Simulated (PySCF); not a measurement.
# Reading the logs of faulty runs: Al2CClH4

These are calculations, not measurements. They come from PySCF 2.14.0, an open-source quantum chemistry program, on an isolated molecule that a program drew, which may never have been made. The molecule is Al2CClH4 (charge 0, doublet), drawn as the SMILES string `[AlH2][CH][AlH][Cl]`.

Each row is a Hartree-Fock (HF) and frozen-core CCSD(T) single point in the cc-pV(D+d)Z basis, meant for a local HF minimum. Run 1 is clean. Each other run has one planted mistake out of seven kinds, and not every kind appears here: one electron removed, one electron added, multiplicity raised by two, geometry at a saddle point, minimal basis STO-3G, one bond length entered in bohr, all coordinates scaled. The reference is restricted for singlets and unrestricted otherwise, and also for a bond in bohr. Adding or removing an electron swaps singlet and doublet. Electrons count all cores. HOMO and LUMO are orbital energies over both spins, the gradient is its largest component, and the lowest frequency (negative if imaginary) is given only where the gradient is small. Bond lengths are over the 7 bonds as drawn. T1 is the CCSD diagnostic: over 0.02 (restricted) or 0.045 (unrestricted) a single reference is doubtful.

Geometry of the clean run:
```xyz
8
Al2CClH4, angstrom
Al   -0.2996    2.5402   -2.0181
C     0.1863    0.8466   -1.1776
Al   -0.8733   -0.7434   -0.8863
Cl    0.0054   -2.4192    0.0761
H     0.7594    3.7075   -2.1400
H    -1.7653    2.7358   -2.5778
H     1.2174    0.7836   -0.8137
H    -2.3734   -0.8956   -1.3177
```

| run | electrons | basis functions | <S^2> | HOMO (eV) | LUMO (eV) | gradient (hartree/bohr) | lowest frequency (cm^-1) | mean bond (Å) | longest bond (Å) | T1 | HF (hartree) | CCSD(T) (hartree) | mistake |
|---|---|---|---|---|---|---|---|---|---|---|---|---|---|
| 1 | 53 | 103 | 0.756 | -10.83 | -0.18 | 1.6e-06 | 23 | 1.6905 | 2.123 | 0.0117 | -983.57668 | -984.01466 | no fault |
| 2 | 53 | 103 | 0.756 | -10.93 | -0.20 | 2.1e-02 | - | 1.6448 | 2.066 | 0.0111 | -983.57145 | -984.00809 | all coordinates scaled |
| 3 | 53 | 36 | 0.768 | -7.69 | 6.08 | 4.2e-02 | - | 1.6905 | 2.123 | 0.0115 | -972.38973 | -972.52496 | minimal basis STO-3G |
| 4 | 53 | 103 | 3.774 | -4.70 | -2.60 | 7.6e-02 | - | 1.6905 | 2.123 | 0.0429 | -983.38606 | -983.81928 | ? |

**Which mistake was planted in run 4, and what did it cost?**

Electrons, basis and geometry are unchanged, and <S^2> is 3.774, beside S(S+1) = 3.75 for a multiplicity of 4. So the mistake is: multiplicity raised by two. Subtracting run 1 and multiplying by 627.51 kcal/mol a hartree, the energy moved by 119.6 kcal/mol in HF and 122.6 kcal/mol in CCSD(T).

